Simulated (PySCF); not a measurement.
SMILES Cl[C@@H]1C[C@@]2(Cl)CC[C@@H]12, C6H8Cl2

Molfile (atoms numbered from 1):
```
C6H8Cl2
     RDKit          3D

 16 17  0  0  0  0  0  0  0  0999 V2000
   -2.5212    1.7968   -0.0018 Cl  0  0  0  0  0  0  0  0  0  0  0  0
   -1.1652    0.7669   -0.5030 C   0  0  2  0  0  0  0  0  0  0  0  0
   -1.3240   -0.7137   -0.1223 C   0  0  0  0  0  0  0  0  0  0  0  0
   -0.0395   -0.6236    0.7105 C   0  0  1  0  0  0  0  0  0  0  0  0
   -0.1383   -1.2578    2.3525 Cl  0  0  0  0  0  0  0  0  0  0  0  0
    1.2715   -0.8926   -0.0399 C   0  0  0  0  0  0  0  0  0  0  0  0
    1.3976    0.6119   -0.3468 C   0  0  0  0  0  0  0  0  0  0  0  0
    0.0779    0.8815    0.3918 C   0  0  1  0  0  0  0  0  0  0  0  0
   -0.9916    0.9685   -1.5598 H   0  0  0  0  0  0  0  0  0  0  0  0
   -2.2058   -0.8994    0.4865 H   0  0  0  0  0  0  0  0  0  0  0  0
   -1.3022   -1.4202   -0.9498 H   0  0  0  0  0  0  0  0  0  0  0  0
    1.1677   -1.5453   -0.9042 H   0  0  0  0  0  0  0  0  0  0  0  0
    2.0601   -1.2760    0.6025 H   0  0  0  0  0  0  0  0  0  0  0  0
    2.2559    1.0813    0.1266 H   0  0  0  0  0  0  0  0  0  0  0  0
    1.3867    0.8727   -1.4028 H   0  0  0  0  0  0  0  0  0  0  0  0
    0.0627    1.6581    1.1486 H   0  0  0  0  0  0  0  0  0  0  0  0
  1  2  1  0
  2  3  1  0
  3  4  1  0
  4  5  1  1
  4  6  1  0
  6  7  1  0
  7  8  1  0
  8  2  1  0
  8  4  1  0
  2  9  1  6
  3 10  1  0
  3 11  1  0
  6 12  1  0
  6 13  1  0
  7 14  1  0
  7 15  1  0
  8 16  1  1
M  END
```

Method: TDDFT PBE0/def2-SVPD circular dichroism and optical rotation, one conformer, gas phase (PySCF 2.14.0). Geometry: GFN2-xTB.

States above about 8.0 eV (minus the energy of the highest occupied orbital) lie near or above the ionisation threshold and depend on the basis.

(1) Assign R or S to each stereocentre.

(2) Which excitations and rotatory strengths does the calculation give?

## Answers

(1) C2 R, C4 S, C8 S.

(2) Rotatory strengths R in 10⁻⁴⁰ esu² cm², velocity form and length form (origin at the centre of mass); f in length form.
```tsv
state	E (eV)	λ (nm)	f	R (velocity)	R (length)	main
1	6.61	188	0.006	+1.9	+1.4	HOMO→LUMO 0.95
2	6.84	181	0.002	+3.2	+3.8	HOMO−1→LUMO 0.93
3	6.99	177	0.002	-0.5	-0.5	HOMO−2→LUMO 0.92
4	7.32	169	0.002	-1.3	-1.5	HOMO−3→LUMO 0.73, HOMO→LUMO+3 0.10
5	7.63	163	0.054	-6.2	-5.8	HOMO→LUMO+1 0.95
6	7.79	159	0.029	+24.4	+24.5	HOMO−1→LUMO+1 0.80, HOMO→LUMO+2 0.10
7	7.84	158	0.003	-4.5	-4.6	HOMO→LUMO+2 0.65
8	7.93	156	0.016	-12.9	-12.5	HOMO→LUMO+3 0.39, HOMO−1→LUMO+2 0.18
9	7.97	156	0.014	-4.8	-5.5	HOMO−2→LUMO+1 0.85
10	8.02	155	0.013	+13.7	+13.4	HOMO−1→LUMO+2 0.51, HOMO→LUMO+3 0.27
11	8.10	153	0.011	-8.4	-9.5	HOMO−1→LUMO+3 0.38, HOMO→LUMO+4 0.15
12	8.15	152	0.004	-0.1	-0.1	HOMO→LUMO+4 0.49, HOMO−1→LUMO+3 0.12
13	8.21	151	0.022	-30.8	-30.4	HOMO→LUMO+5 0.41, HOMO→LUMO+4 0.18
14	8.26	150	0.011	-18.6	-16.8	HOMO→LUMO+5 0.31, HOMO−2→LUMO+2 0.19
15	8.31	149	0.013	+28.5	+27.1	HOMO−2→LUMO+2 0.44, HOMO−4→LUMO 0.20
16	8.37	148	0.008	+13.2	+13.5	HOMO−5→LUMO 0.65, HOMO−2→LUMO+2 0.11
```

Among the states computed, the strongest CD band (largest |R|) is state 13. The largest dissymmetry factor in size, g = 4R/(D+G), with D and G the electric and magnetic dipole strengths, is +0.028 for state 15 (velocity form, f = 0.013), among bands with |R| over 0.5. The mirror image has the same energies and oscillator strengths and all R with the opposite sign.
